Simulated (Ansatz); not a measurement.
Cost and result for the atomization energy of CH9AlGeSi (`[AlH2][CH2][SiH2][GeH3]`) (13 atoms, 12 bonds).

Z-matrix (Å, degrees):
```
C
Si 1 1.856
Al 1 1.982 2 105.9
H 1 1.095 2 111.2 3 -121.9
H 1 1.095 2 110.1 3 118.5
Ge 2 2.388 1 100.0 3 -36.1
H 2 1.487 1 112.3 3 77.6
H 2 1.490 1 117.5 3 -155.6
H 3 1.589 1 120.4 2 135.2
H 3 1.592 1 116.5 2 -60.2
H 6 1.534 2 120.9 1 134.2
H 6 1.594 2 100.6 1 21.0
H 6 1.537 2 116.7 1 -88.5
```

The species carries charge 0 and has multiplicity 1. Correlated methods include outer-core shells of Ge, which these sets cover unevenly. Scalar relativity is left out up to krypton. The geometry is a stationary point of PBE0-D4/def2-TZVP. It is one conformer, not always the lowest. Program: Ansatz. All runs use 4 threads of an Arm Neoverse V2 on a shared host. Times are those of one run each, without the atoms' runs, and a repeat can differ threefold. Electronic energies, without spin–orbit coupling; frozen cores. CCSD(T)/CBS adds CCSD(T) − MP2 in def2-TZVPP to the MP2 limit, and its time is that of the two runs behind it. T1 = 0.012. With those shells the extrapolation isn't a true limit. HSE06 is the plane-wave form, built on full-range PBE exchange.

CCSD(T)/CBS is a level of theory with its own doubt, some kJ/mol a heavy atom from the limit and from the frozen cores, so smaller differences don't rank the functionals.

```csv
level,functions,wall time,atomization (kcal/mol),difference from CCSD(T)/CBS,per bond
LDA (SPW92)/def2-TZVPP,289,1.6 s,1020.7,96.9,8.1
revPBE-D4/def2-TZVPP,289,2.4 s,899.0,-24.8,-2.1
BLYP-D4/def2-TZVPP,289,2.8 s,904.7,-19.1,-1.6
PBE-D4/def2-TZVPP (with forces),289,3.1 s,912.6,-11.2,-0.9
PBE0-D4/def2-TZVPP,289,4.2 s,911.7,-12.1,-1.0
BHLYP-D4/def2-TZVPP,289,4.4 s,908.9,-14.9,-1.2
HSE06-D4/def2-TZVPP,289,4.6 s,911.8,-12.0,-1.0
PBE-QIDH/def2-TZVPP,289,7.5 s,911.9,-11.9,-1.0
CCSD(T)/def2-SVP,127,7.5 s,868.3,-55.5,-4.6
ωB97X-V/def2-TZVPP,289,11 s,927.5,3.7,0.3
MP2/def2-QZVPP,556,31 s,907.9,-15.9,-1.3
CCSD(T)/def2-TZVPP,289,3.8 min,904.2,-19.6,-1.6
CCSD(T)/CBS(def2),–,4.3 min,923.8,0.0,0.0
```

From BLYP to BHLYP (50 % exact exchange), in def2-TZVPP and without D4, the atomization energy moves by +9.7 kcal/mol. In def2-TZVPP, CCSD(T) changes the Hartree–Fock value by +208.6 kcal/mol (the triples alone add +9.0 kcal/mol) and MP2 by +200.8 kcal/mol; breaking electron pairs costs correlation energy, which Hartree–Fock lacks. Leaving LDA and LC-ωPBE aside and taking each functional with its dispersion term where it has one, the values, not all of them listed here, spread over 35.6 kcal/mol, from revPBE-D4 to B97M-V. LDA lies +115.7 kcal/mol from PBE without D4, its usual overbinding.

For some Ge, Se and Sn compounds the MP2-based and the directly extrapolated limit differ by 10 to 25 kJ/mol.
